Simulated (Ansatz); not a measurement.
`COB(O)O[SiH3]` + SiH₄ → `OB([SiH3])O[SiH3]` + CH₃OH  (formal exchange of groups at a B–O bond)

Isolated molecules relaxed with PBE0-D4/def2-TZVP in Ansatz; ΔE leaves out vibrations. CBS: MP2 limit from def2 TZ/QZ plus the TZ coupled-cluster correction, frozen cores. This one scheme is used for every species. DFT in def2-TZVPP. B3LYP here is the variant with VWN-RPA as its local correlation; programs differ in this. Each species was taken in one conformer, which may not be the lowest.

Task: Is it downhill or uphill in electronic energy at CCSD(T)/CBS, and by how much? (An estimate is asked.)

Result: The calculation gave: Uphill: ΔE = +1.43 eV.

Task: What do these levels give: PBE-D4, PBE0-D4, B3LYP-D4, ωB97X-V, MP2/def2-TZVPP, CCSD(T)/def2-TZVPP, HF/def2-QZVPP, MP2/def2-QZVPP, SCS-MP2/def2-QZVPP, HF/CBS(def2), MP2/CBS(def2), CCSD/CBS(def2)? (Estimate.)

Result: The calculation gave: PBE-D4 1.26, PBE0-D4 1.34, B3LYP-D4 1.43, ωB97X-V 1.42, MP2/def2-TZVPP 1.49, CCSD(T)/def2-TZVPP 1.46, HF/def2-QZVPP 1.69, MP2/def2-QZVPP 1.47, SCS-MP2/def2-QZVPP 1.49, HF/CBS(def2) 1.69, MP2/CBS(def2) 1.46, CCSD/CBS(def2) 1.45 eV.

Largest T1 diagnostic among the species: 0.014.

In def2-TZVPP, CCSD(T) changes the Hartree–Fock value by −0.23 eV (the triples alone add −0.03 eV) and MP2 by −0.19 eV. From PBE to PBE0 (25 % exact exchange), in def2-TZVPP and without D4, ΔE moves by +0.08 eV.
